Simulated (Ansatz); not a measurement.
Kohn–Sham single points on CH₆Al₂O.

```yaml
crystal:
  periodic: [false, false, false]
  atoms:
    - {symbol: O, position_ang: [-0.855280, 0.826362, -0.878470]}
    - {symbol: C, position_ang: [-0.759143, -0.108731, 0.315139]}
    - {symbol: Al, position_ang: [0.188682, -1.753340, 0.130031]}
    - {symbol: Al, position_ang: [0.504275, 1.418861, 0.348998]}
    - {symbol: H, position_ang: [-0.594958, 0.361374, -1.680821]}
    - {symbol: H, position_ang: [-1.655496, 0.052516, 0.907935]}
    - {symbol: H, position_ang: [0.851770, -2.017118, -1.293090]}
    - {symbol: H, position_ang: [0.349518, -2.715274, 1.376531]}
    - {symbol: H, position_ang: [0.124869, 2.776019, 1.062183]}
    - {symbol: H, position_ang: [1.928865, 1.108131, -0.285536]}
basis:
  gaussian: {orbitals: def2-TZVPP}
hamiltonian: {xc: {name: BLYP}, dispersion: d4}
output: {orbitals: {seedname: orbitals}}
```

```sh
$ ansatz run in.yaml --threads 2 --pin off --events-out ev --progress --plain --max-ram 4352MiB
```

It prints (some lines left out):

```
Functional definition: BLYP
1223 factors; their error is unknown
mean field evaluation 1: about -16363.8447 eV, gradient 7.1e1 eV
mean field evaluation 2: about -16315.4265 eV, gradient 1.5e2 eV
mean field evaluation 4: about -16374.9079 eV, gradient 1.7e1 eV
mean field evaluation 8: about -16375.4580 eV, gradient 2.6e-1 eV
mean field evaluation 16: about -16375.4433 eV, gradient 1.4e-4 eV
mean field -16375.44330279 eV, -601.7864417036 hartree, gradient 3.4e-5 eV, S^2 0.000000; 0 other end points of the search recorded, 0 dependent functions left out
reference -16375.44372303 eV, -601.7864571471 hartree; 23, 23 occupied and 207, 207 virtual orbitals, 1223 factors
Total energy: -16375.87824173 eV, -601.8024254146 hartree
```

Hardware: 2 threads of an Arm Neoverse V2 on a shared host. Wall time 2.8 s, peak host memory 0.27 GiB.

With the line `hamiltonian: {xc: pbe0, dispersion: d4}` (abridged; 3.8 s):

```
Functional definition: PBE0
mean field evaluation 16: about -16366.4080 eV, gradient 4.6e-5 eV
mean field -16366.40798194 eV, -601.4543997866 hartree, gradient 4.6e-5 eV, S^2 0.000000
Total energy: -16366.57724570 eV, -601.4606201148 hartree
```

Changing it to `hamiltonian: {xc: {name: LC-wPBE}}` (abridged; 3.3 s):

```
Functional definition: LC-wPBE
mean field evaluation 16: about -16369.9664 eV, gradient 5.3e-5 eV
mean field -16369.96644865 eV, -601.5851710260 hartree, gradient 1.4e-5 eV, S^2 0.000000
Total energy: -16369.96644865 eV, -601.5851710263 hartree
```

Changing it to `hamiltonian: {xc: {name: B97M-V}}` (abridged; 12 s):

```
Functional definition: B97M-V
mean field evaluation 16: about -16372.9349 eV, gradient 1.6e-4 eV
mean field -16372.93492443 eV, -601.6942604988 hartree, gradient 1.5e-5 eV, S^2 0.000000
Total energy: -16372.93500159 eV, -601.6942633345 hartree
```

With the line `hamiltonian: {xc: r2scan, dispersion: d4}` and forces (abridged; 6 s):

```
Functional definition: r2SCAN
mean field evaluation 16: about -16373.1411 eV, gradient 2.1e-4 eV
mean field -16373.14110554 eV, -601.7018375150 hartree, gradient 3.0e-5 eV, S^2 0.000000
Total energy: -16373.18822296 eV, -601.7035690480 hartree
Atom 0 force    -0.050389     0.293488    -0.233974 eV/Å
Atom 1 force     0.001659    -0.300520     0.281343 eV/Å
Atom 2 force     0.026569    -0.031580    -0.002338 eV/Å
Atom 3 force     0.038709     0.030687    -0.010571 eV/Å
Atom 4 force     0.023209    -0.034101    -0.021010 eV/Å
Atom 5 force     0.000769     0.027760    -0.011657 eV/Å
Atom 6 force    -0.013245     0.011039     0.023290 eV/Å
Atom 7 force    -0.004075     0.020198    -0.017866 eV/Å
Atom 8 force     0.003398    -0.026598    -0.018808 eV/Å
Atom 9 force    -0.026604     0.009627     0.011592 eV/Å
Dipole moment:    -0.225652    -0.144704    -0.214751 e Å
```

With the line `hamiltonian: {xc: {name: B3LYP}, dispersion: d4}` and forces (abridged; 6 s):

```
Functional definition: B3LYP
mean field evaluation 16: about -16377.8056 eV, gradient 1.2e-4 eV
mean field -16377.80556881 eV, -601.8732533784 hartree, gradient 2.1e-5 eV, S^2 0.000000
Total energy: -16378.13076179 eV, -601.8852039999 hartree
Atom 0 force    -0.025278     0.163860    -0.334780 eV/Å
Atom 1 force    -0.047344    -0.225989     0.383106 eV/Å
Atom 2 force     0.014557    -0.149393    -0.018793 eV/Å
Atom 3 force     0.135629     0.187549     0.041654 eV/Å
Atom 4 force    -0.039331     0.037732    -0.052765 eV/Å
Atom 5 force     0.062809    -0.033956    -0.049655 eV/Å
Atom 6 force    -0.038992     0.012053     0.098447 eV/Å
Atom 7 force    -0.003144     0.061904    -0.078672 eV/Å
Atom 8 force     0.034412    -0.088581    -0.046523 eV/Å
Atom 9 force    -0.093318     0.034819     0.057980 eV/Å
Dipole moment:    -0.206247    -0.161486    -0.200011 e Å
```

B3LYP takes the VWN-RPA correlation (the form of Gaussian; ORCA's B3LYP/G).
